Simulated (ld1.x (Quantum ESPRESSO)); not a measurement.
## Configuration tests for Ag (Z = 47) (TM)

```
Element                 : Ag
Generator               : ld1.x (Quantum ESPRESSO) 7.5
Type                    : norm-conserving Troullier–Martins (Kleinman–Bylander form)
Functional              : LDA (PZ)
Relativity              : scalar-relativistic
Frozen core             : [Kr]
Valence charge          : 11
Reference configuration : 4d10 5s1 5p0
Partial waves           : 5s (bound): rc 1.75 bohr; 5p (bound, empty): rc 2.45 bohr; 4d (bound): rc 1.50 bohr
Local potential         : all-electron potential smoothed inside 1.55 bohr (lloc = -1)
Core correction         : Bessel-smoothed model core inside 1.15 bohr
```

Energies are relative to the spin-unpolarised reference configuration 4d10 5s1 5p0; without spin polarisation the order of configurations can differ from experiment. Spin-polarised rows fill each open shell by Hund’s rule, majority spin first.

| valence configuration | charge | ΔE all-electron (eV) | error AE − PS (meV) |
| --- | --- | --- | --- |
| 4d10 5s0 5p0 | +1 | 8.102 | -6.5 |
| 4d9 5s0 5p0 | +2 | 30.485 | -49 |
| 4d10 5s0 5p1 | 0 | 4.021 | +6.3 |
| 4d9 5s1 5p0 | +1 | 13.379 | -50 |
| 4d10 5s0.5 5p0 | +0.5 | 3.186 | -1.6 |
| 4d10 5s1 5p0 (spin-polarised) | 0 | -0.149 | -0.3 |
| 4d9 5s0 5p0 (spin-polarised) | +2 | 30.325 | -45 |

What are ΔE and the potential's error for 4d9 5s2 5p0?

ΔE = 3.961 eV all-electron; the error (AE − PS) is -60 meV.

What are ΔE and the potential's error for 4d8 5s0 5p0?

ΔE = 66.919 eV all-electron; the error (AE − PS) is -301 meV.

Note: ghost state, extra bound levels that the all-electron valence spectrum of the same l lacks: s at -51.8 eV. A true bound ghost makes a file unfit for plane-wave use.
